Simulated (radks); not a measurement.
The numbers below are computed, except where a source is named.
All-electron atom: the nitrogen ion N3.5+ in [He] 2s(up 1, down 0.5) (fractional occupations, a model configuration). Code: a radial shooting solver on a logarithmic mesh with Libxc functionals. Model: non-relativistic Kohn-Sham, PBEsol, spin-polarised, spherical densities, point nucleus. Some entries of the table are withheld. Estimate them.

| orbital | occ. | eigenvalue (Ry) | <r> (bohr) |
|---|---|---|---|
| 1s up | 1 | -34.04415 | 0.2292 |
| 1s down | 1 | -34.00364 | 0.2292 |
| 2s up | 1 | (1) | 1.078 |
| 2s down | 0.5 | (2) | 1.085 |

Answer. 
(1) 2s up eigenvalue (Ry): -5.76161
(2) 2s down eigenvalue (Ry): -5.60671
